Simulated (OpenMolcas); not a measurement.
**Ru4+: moving or changing the point charges**

Ru4+ among 5 point charges of -2 e arranged as a trigonal bipyramid (D3h), 2 Å from the ion, with the axial distance 2.220 Å.

```
Program             : OpenMolcas
Method              : CASSCF
Basis               : ANO-RCC-VDZP [6s5p3d1f]
Scalar Hamiltonian  : DKH2, point nucleus
Active space        : 4 electrons in 5 orbitals (4d)
State averaging     : 2S+1 = 5 even, 5 roots; 2S+1 = 3 even, 45 roots; 2S+1 = 1 even, 50 roots
Spin-orbit coupling : state interaction with AMFI integrals over the reference wave functions
```

Runs around this geometry, states (labels of D3, the rotations of D3h). Energies in cm-1 above the lowest state or level, χT in cm3 K/mol.

| R (Å) | q (e) | Axial / equatorial distance | Ground state | First state of that spin | First gap with spin-orbit (degeneracies) | χT at 300 K | First state of another spin |
| --- | --- | --- | --- | --- | --- | --- | --- |
| 2 | -2 | 1.02 | 5A1 | 5E 7049 | 97.3 (1, 2) | 2.264 | 3A2 19744 |
| 2 | -1.3 | 1.11 | 5A1 | 5E 1615 | 254.6 (1, 2) | 1.293 | 3A2 18763 |
| 1.85 | -2 | 1.11 | 5A1 | 5E 3964 | 104.4 (1, 2) | 2.245 | 3A2 17411 |
| 2 | -2 | 1.11 | 5A1 | 5E 2603 | 152.5 (1, 2) | 1.871 | 3A2 18188 |
| 2.21 | -2 | 1.11 | 5A1 | 5E 1509 | 272.7 (1, 2) | 1.212 | 3A2 18821 |

Taking the first state of the same spin as R^-n, n = -ln(1509 / 3964) / ln(2.21 / 1.85) = 5.4 between the shortest and longest distance.

Scaling the charges by -1.3 / -2 = 0.65 scales the first state of the same spin by 1615 / 2603 = 0.62; with fixed orbitals a first-order splitting would follow the charge.

Without dynamic correlation the repulsion within the d shell is too large (B by tens of per cent), so at a given field states of lower spin stand too high. Point charges give a weaker field than real ligands, and real ions of this kind are as a rule low spin; the high spin found here belongs to the model. Spin-orbit coupling mixes the spin-free states strongly: the lowest level takes only 66 % from its leading state, 5A1 (figures for R = 2, q = -1.3, ratio = 1.11; the like holds for R = 2.21, q = -2, ratio = 1.11). The ground term spreads over less than 5000 cm-1, several times less than with real ligands, so orbital moments are less quenched and χT lies further from the spin-only value than at real sites (holds for R = 2, q = -1.3, ratio = 1.11; R = 2, q = -2, ratio = 1.11; R = 2.21, q = -2, ratio = 1.11). Point charges carry no covalency, so the field is a model and not that of real ligands. No measured value stands beside these numbers.
